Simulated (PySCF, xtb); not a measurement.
Be(iPr)(SeH) (C3H8BeSe), SMILES [SeH][Be][CH](C)C. One conformer was computed; it need not be the lowest.

Harmonic wavenumbers (cm⁻¹) from GFN2-xTB (xtb 6.7.1) at its own minimum, in rising order: 32, 45, 137, 146, 186, 233, 255, 362, 379, 422, 866, 915, 941, 986, 1007, 1099, 1163, 1254, 1311, 1411, 1425, 1496, 1509, 1512, 1516, 2166, 2906, 2976, 2985, 2993, 3004, 3027, 3039.

### Question
What does PBE-D3(BJ)/def2-SVP in PySCF give at its own minimum? (The exact figures need the calculation; the answer reports its results.)

### Answer
19, 77, 100, 230, 233, 251, 364, 369, 402, 565, 846, 883, 921, 952, 976, 1060, 1140, 1214, 1251, 1331, 1350, 1405, 1423, 1423, 1433, 2344, 2892, 2935, 2935, 3010, 3012, 3040, 3040. Paired by order, the mean absolute difference is 50 cm⁻¹ and the zero-point energies are 62.5 and 62.1 kcal/mol.
